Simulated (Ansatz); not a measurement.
`C=C[SiH](Cl)Cl` and `O[SiH2][SiH](Cl)Cl` differ in one atom or group.

Ansatz, PBE0-D4/def2-TZVP geometries, multiplicity 1. Each molecule was computed in one conformer, which needn't be the lowest.

```csv
property,`C=C[SiH](Cl)Cl`
HOMO–LUMO gap (PBE0/def2-TZVPP) / eV,7.46
LUMO energy (B3LYP/def2-TZVPP) / eV,-1.27
LUMO energy (PBE0/def2-TZVPP) / eV,-1.08
LUMO energy (PBE/def2-TZVPP) / eV,-2.07
HOMO energy (B3LYP/def2-TZVPP) / eV,-8.27
HOMO–LUMO gap (ωB97M-V/def2-TZVPP) / eV,11.82
```

Task: Give the same properties after the change, and the shifts. (Estimate.)

Result: Ansatz gave: 
```
                               property  `O[SiH2][SiH](Cl)Cl`  shift
   HOMO–LUMO gap (PBE0/def2-TZVPP) / eV                  6.99  -0.47
    LUMO energy (B3LYP/def2-TZVPP) / eV                 -1.16   0.11
     LUMO energy (PBE0/def2-TZVPP) / eV                 -0.99   0.09
      LUMO energy (PBE/def2-TZVPP) / eV                 -1.84   0.23
    HOMO energy (B3LYP/def2-TZVPP) / eV                 -7.80   0.47
HOMO–LUMO gap (ωB97M-V/def2-TZVPP) / eV                 10.82  -1.00
```

With PBE0 the HOMO rises by 0.55 eV and the LUMO rises by 0.09 eV, so the gap narrows by about 0.46 eV. PBE moves the HOMO by 0.61 eV and ωB97M-V by 0.74 eV.

B3LYP here is the variant with VWN-RPA as its local correlation; programs differ in this.
